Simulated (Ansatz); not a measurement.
C$_{4}$H$_{9}$KO (SMILES CC(C)(C)[O][K]), singlet, at a GFN2-xTB geometry (such geometries of metal compounds can be far from the true shape); B3LYP/pcseg-1 (Ansatz, a program for electronic structure).

Input for Ansatz:
Ansatz 0.2 input:
```yaml
crystal:
  periodic: [false, false, false]
  atoms:
    - {symbol: K, position_ang: [1.42150951, 1.48499079, 0.73572327]}
    - {symbol: O, position_ang: [-0.31261562, 0.24102951, 0.76644815]}
    - {symbol: C, position_ang: [-0.61612927, -0.60075879, -0.24875327]}
    - {symbol: C, position_ang: [0.48404431, -1.66485134, -0.47729857]}
    - {symbol: C, position_ang: [-1.93081770, -1.35373098, 0.08543984]}
    - {symbol: C, position_ang: [-0.83564189, 0.14746532, -1.58549659]}
    - {symbol: H, position_ang: [0.19566226, -2.36992852, -1.25270589]}
    - {symbol: H, position_ang: [0.65150206, -2.20641898, 0.45048608]}
    - {symbol: H, position_ang: [1.41971964, -1.17615587, -0.77285994]}
    - {symbol: H, position_ang: [-1.79500257, -1.90315599, 1.01177710]}
    - {symbol: H, position_ang: [-2.20560725, -2.04063305, -0.71067068]}
    - {symbol: H, position_ang: [-2.72408869, -0.62724793, 0.23158299]}
    - {symbol: H, position_ang: [0.09092361, 0.64867127, -1.88870787]}
    - {symbol: H, position_ang: [-1.60956039, 0.89868371, -1.44822660]}
    - {symbol: H, position_ang: [-1.14003719, -0.53562096, -2.37435093]}
basis:
  gaussian:
    orbitals: pcseg-1.json
    point_charges:
      - {charge: 0.5, position_ang: [4.5870, -1.8623, 2.8000]}
hamiltonian:
  xc: b3lyp
```
The basis file holds pcseg-1 in the JSON format of the Basis Set Exchange.

Output, abridged:

```
Functional definition: B3LYP
1627 factors; their error is unknown
mean field evaluation 1: about -22647.4031 eV, gradient 8.7e1 eV
mean field evaluation 2: about -22490.4422 eV, gradient 2.1e2 eV
mean field evaluation 4: about -22664.2484 eV, gradient 1.4e1 eV
mean field evaluation 8: about -22664.8898 eV, gradient 1.2e-1 eV
mean field evaluation 16: about -22664.8852 eV, gradient 2.2e-4 eV
mean field -22664.88518981 eV, -832.9191679145 hartree, gradient 6.3e-5 eV, S^2 0.000000; 0 other end points of the search recorded, 0 dependent functions left out
reference -22664.88555530 eV, -832.9191813460 hartree; 30, 30 occupied and 109, 109 virtual orbitals, 1627 factors
Total energy: -22664.88555530 eV, -832.9191813460 hartree
```
